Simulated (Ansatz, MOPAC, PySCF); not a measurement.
Complex: BrH3Sn (SMILES [Br][SnH3]) (first 5 atoms) with NH3 (SMILES N); geometry from B3LYP-D3(BJ)/def2-TZVP, rigid monomers moved along the line of their centres of mass till Sn2···N6 is 2.75 Å.
(charge 0, multiplicity 1):
```csv
atom,x (Å),y (Å),z (Å)
Br,2.3333,-0.3259,0.9776
Sn,0.4383,1.0620,0.0434
H,1.1379,1.6311,-1.4228
H,0.1374,2.3863,1.0683
H,-0.8834,0.0554,-0.3238
N,-0.4072,0.0039,2.4350
H,-1.3296,0.1799,2.8173
H,-0.2952,-0.9988,2.3345
H,0.2784,0.3101,3.1162
```

Interaction energies are E(AB) − E(A) − E(B) at the monomers' geometry in the complex; basis-set methods are counterpoise corrected. Rows marked so take none.

Frozen-core correlation. Filled d and f shells under p-block atoms count as core. CBS: X⁻³ extrapolation of the correlation energy, Hartree–Fock from the larger set. Rows in 3-21G, STO-3G carry no dispersion term and start afresh at each structure; the Pople sets are all-electron and without relativity. The state reached by AM1, PM3, PM6, PM7 isn't checked; PM7 holds dispersion and hydrogen-bond terms.

Run with Ansatz (an electronic-structure program) with Gaussian orbitals; MOPAC for AM1, PM3, PM6, PM7 (differences of heats of formation); PySCF for 3-21G rows, STO-3G rows, the dispersion terms. Each number belongs to the level named beside it. In def2 rows elements past Kr take small-core potentials, without spin–orbit coupling.

Other levels give for the interaction energy: PBE/def2-TZVPPD -121.9; B3LYP/def2-TZVPPD -38.6; B3LYP-D3(BJ)/def2-TZVPPD -194.0; wB97M-V/def2-TZVPPD -233.7; CCSD(T)/CBS(def2-SVPD, def2-TZVPPD) -187.1 meV.

**Question.** What do these common cheap choices give for the same quantity: AM1, PM3, PM6, PM7, HF/STO-3G (no counterpoise), HF/3-21G (no counterpoise), B3LYP/3-21G (no counterpoise)?

**Answer.** AM1 -184.4; PM3 -135.4; PM6 -109.5; PM7 37.1; HF/STO-3G (no counterpoise) -337.2; HF/3-21G (no counterpoise) -511.8; B3LYP/3-21G (no counterpoise) -610.1 meV. They span -610.1 to 37.1 meV.
